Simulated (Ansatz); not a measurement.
Coupled-cluster diagnostics for Sn(OAc)H3 (C₂H₆O₂Sn), Ansatz.

Geometry of the singlet (PBE0-D4/def2-SVP):

```tsv
atom	x (Å)	y (Å)	z (Å)
C1	-0.5185	0.2164	0.2890
C2	-1.1398	1.1643	1.2711
O3	0.7794	0.3083	0.1676
O4	-1.1541	-0.5954	-0.3694
Sn5	1.3015	-1.1221	-1.2565
H6	-2.2209	0.9982	1.3288
H7	-0.9310	2.1985	0.9609
H8	-0.6776	1.0252	2.2589
H9	0.6196	-0.7114	-2.7619
H10	0.9547	-2.6801	-0.6633
H11	2.9866	-0.8017	-1.2250
```

In the def2 sets Sn takes a core potential; there is no spin–orbit coupling. Correlated methods freeze 8 core orbitals; core or outer-core shells of Sn are correlated, in sets that lack core-valence functions. Another isomer (singlet) lies 0.12 eV lower at PBE0-D4/def2-TZVP; other spin states weren't run for this one.

Problem. Estimate the CCSD(T) correlation energy, the shares of MP2 and (T), T1 and the reference's ⟨S²⟩ for: charge 0, singlet, own geometry in def2-SVP; and the rough time on 4 threads of Arm Neoverse V1 on a shared host.

Solution. 
```tsv
state	basis	correlation (eV)	MP2 share (%)	(T) share (%)	T1	⟨S²⟩ (pure)	wall time
charge 0, singlet, own geometry	def2-SVP	-22.320	91.9	3.0	0.015	0.00 (0.00)	12 s
```
Customary marks for T1 are 0.02 (closed shells), 0.045 (open shells) and about 0.05 (3d metals). T1 stays under 0.02 throughout.
